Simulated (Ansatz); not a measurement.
`[NH2][SnH2][OH]`, relaxed with RKS PBE-D4/def2-SVP in Ansatz from a rough embedded geometry. The force threshold is 0.03 eV/Å; the program also tests the step.

Total charge 0; spin multiplicity 1. Sn: def2 effective core potential.

Start:

```xyz
8

N    -0.903   -0.120    1.333
Sn    0.131    0.278   -0.333
O     1.862   -0.665   -0.210
H    -1.884    0.364    1.185
H    -1.128   -1.146    1.400
H     0.386    2.012   -0.488
H    -0.767   -0.294   -1.751
H     2.303   -0.429   -1.136
```

(1) By how much does the energy fall, and how many steps does the optimiser take? (Estimate.)

(2) Which bonds change most? (Estimate.)

(3) Give the relaxed structure. (Best estimate.)

Answers

(1) The calculation gave: 8.86 kcal/mol, in 8 steps, 1 of them rejected.

(2) The calculation gave: O3–H8 from 1.053 to 0.976 Å; N1–H4 from 1.104 to 1.028 Å; N1–Sn2 from 2.000 to 2.053 Å; Sn2–O3 from 1.975 to 2.014 Å.

(3) The calculation gave: 
```xyz
8

N    -0.881   -0.208    1.290
Sn    0.065    0.329   -0.452
O     1.900   -0.455   -0.183
H    -1.620    0.460    1.546
H    -1.314   -1.138    1.234
H     0.142    2.058   -0.462
H    -0.574   -0.355   -1.923
H     2.282   -0.692   -1.050
```
